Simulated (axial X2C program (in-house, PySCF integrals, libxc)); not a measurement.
CaIr: from the spin-free to the two-component result

All values were computed with an in-house relativistic program for diatomic molecules. Spin-free means the one-electron spin-free X2C Hamiltonian; two-component (2c) means X2C with spin–orbit coupling and atomic mean-field two-electron Coulomb and Gaunt terms, so the difference of the two also holds small scalar two-electron terms. Basis: Ir dyall-v3z [13s14p9d6f2g], Ca dyall-v3z [11s12p4d3f] (cores contracted in-house); Gaussian nuclei, density fitting, unrestricted open shells. Masses: Ir 192.963 u, Ca 39.963 u.

Spin-free state: M_S = 3/2, Λ = 2 (beyond evenly filled blocks: 2 × σα, δ+α, δ+β, δ-α); fragments Ir + Ca.

```json
{"level": "PBE0", "Re (Å)": "2.734", "ωe (cm⁻¹)": "207.1", "De (eV)": "2.018", "μ (D)": "2.09"}
{"level": "M06", "Re (Å)": "2.804", "ωe (cm⁻¹)": "183.1", "De (eV)": "1.363", "μ (D)": "2.69"}
{"level": "BHandHLYP", "Re (Å)": "2.789", "ωe (cm⁻¹)": "194.5", "De (eV)": "1.485", "μ (D)": "2.41"}
```

Dipoles are positive if Ca is the positive end.

Two-component determinant lowest at the distance of the search:

Ω = 7/2 (⟨Sz⟩ = 1.41, ⟨Lz⟩ = 2.09 at PBE0); fragments Ir + Ca.

```
    level  Re (Å)  ωe (cm⁻¹)  μ (D)
     PBE0   2.738      206.9   2.13
      M06   2.800      185.7   2.74
BHandHLYP   2.791      195.1   2.45
```

(1) From the two tables, how do the constants change at the PBE0 level (2c against spin-free)?

The state is a single determinant with fixed occupations, the lowest that a limited PBE0 search found. De is counted from the lowest determinant-based energies of the atoms at the same level, without counterpoise correction. De is not given where an atomic determinant may have missed its ground term or J level, or where the truncated virtual space spoils (T). Density functionals use the spin component along the axis (collinear). The functionals have no current-density term, which raises determinants with orbital currents, atoms included. With several unpaired electrons one determinant need not be a pure state. Under one Hamiltonian the search converged a single determinant, so lower ones may well exist.

## Answers

(1) At the PBE0 level Re goes up by 0.004 Å and ωe is unchanged to within 0.2 cm⁻¹.
